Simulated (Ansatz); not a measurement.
Ansatz (a first-principles code) input (CCSD(T)/6-31G):

Ansatz 0.2 input:
```yaml
crystal:
  periodic: [false, false, false]
  atoms:
    - {symbol: C, position_ang: [3.64150335, -0.19335333, 0.06409651]}
    - {symbol: C, position_ang: [2.23893742, -0.78852376, 0.14797416]}
    - {symbol: C, position_ang: [1.13894868, 0.23193060, -0.13358028]}
    - {symbol: C, position_ang: [-0.26559653, -0.35704567, -0.05144175]}
    - {symbol: C, position_ang: [-1.36050859, 0.68138960, -0.33399106]}
    - {symbol: C, position_ang: [-2.71981163, 0.13746961, -0.26118787]}
    - {symbol: C, position_ang: [-3.82207106, 0.26896666, 0.42503534]}
    - {symbol: H, position_ang: [3.83546445, 0.21672941, -0.93001110]}
    - {symbol: H, position_ang: [3.76785616, 0.61771850, 0.78538630]}
    - {symbol: H, position_ang: [4.40716346, -0.94354102, 0.26964265]}
    - {symbol: H, position_ang: [2.14930507, -1.61799436, -0.56086749]}
    - {symbol: H, position_ang: [2.08244648, -1.22026588, 1.14176767]}
    - {symbol: H, position_ang: [1.29384045, 0.66475369, -1.12849655]}
    - {symbol: H, position_ang: [1.22757280, 1.06288537, 0.57551588]}
    - {symbol: H, position_ang: [-0.43114054, -0.78607784, 0.94082549]}
    - {symbol: H, position_ang: [-0.36416468, -1.18074988, -0.76389405]}
    - {symbol: H, position_ang: [-1.27249074, 1.51099659, 0.38660826]}
    - {symbol: H, position_ang: [-1.19351309, 1.11932227, -1.32420651]}
    - {symbol: H, position_ang: [-3.90288616, 0.99796337, 1.23624677]}
    - {symbol: H, position_ang: [-4.70786343, -0.32674233, 0.23005242]}
basis:
  gaussian:
    orbitals: 6-31G
magnetization: {spin_polarized: true, initial_magnetization: 1}
correlation: {method: ccsd_t, electrons: outside_noble_gas}
```

Output:

```
Functional definition: HF
integrals: 0.22 GiB planned
1305 factors; integrals over basis functions are off by at most 2.4e-4 eV
0.37 GiB of device memory are held for the factors and their scratch space
mean field: 0.45 GiB planned
mean field evaluation 1: about -7410.5365 eV, gradient 2.2e1 eV
mean field evaluation 2: about -7410.5331 eV, gradient 2.2e1 eV
mean field evaluation 4: about -7413.9496 eV, gradient 2.6e0 eV
mean field evaluation 8: about -7414.1055 eV, gradient 6.3e-1 eV
mean field evaluation 16: about -7414.1633 eV, gradient 1.3e-6 eV
mean field evaluation 32: about -7414.1633 eV, gradient 1.4e-3 eV
mean field evaluation 64: about -7410.7376 eV, gradient 1.4e-4 eV
mean field -7414.16332708 eV, -272.4654767697 hartree, gradient 1.3e-6 eV, S^2 0.968367; 2 other end points of the search recorded, 0 dependent functions left out
determinant -7414.16332708 eV, -272.4654767697 hartree, with singles and doubles -7432.96408421 eV, -273.1563918508 hartree
determinant -7410.73759661 eV, -272.3395834970 hartree, with singles and doubles -7429.10739377 eV, -273.0146610910 hartree
7 core orbitals not correlated
reference -7414.16332708 eV, -272.4654767697 hartree; 21, 20 occupied and 61, 62 virtual orbitals, 1305 factors
second order -16.27501592 eV of doubles, -0.00000000 eV of singles
coupled cluster: 1.31 GiB planned
cycle   1  -18.80169651 eV  change   -9.4e-4 eV  update   2.7e-3
cycle   2  -18.80245986 eV  change   -7.6e-4 eV  update   2.0e-3
cycle   3  -18.80290831 eV  change   -4.5e-4 eV  update   1.2e-3
cycle   4  -18.80359770 eV  change   -6.9e-4 eV  update   5.0e-4
cycle   5  -18.80475746 eV  change   -1.2e-3 eV  update   1.8e-4
cycle   6  -18.80553647 eV  change   -7.8e-4 eV  update   7.9e-5
cycle   7  -18.80565845 eV  change   -1.2e-4 eV  update   3.7e-5
cycle   8  -18.80564118 eV  change    1.7e-5 eV  update   2.0e-5
coupled cluster: 1.31 GiB planned
perturbative correction -0.47622268 eV, -0.0175008607 hartree
Total energy: -7433.44519094 eV, -273.1740721968 hartree
```

It need not be the lowest isomer of its formula.

The determinant is spin-contaminated: <S^2> is 0.97 against 0.75 for a pure state.
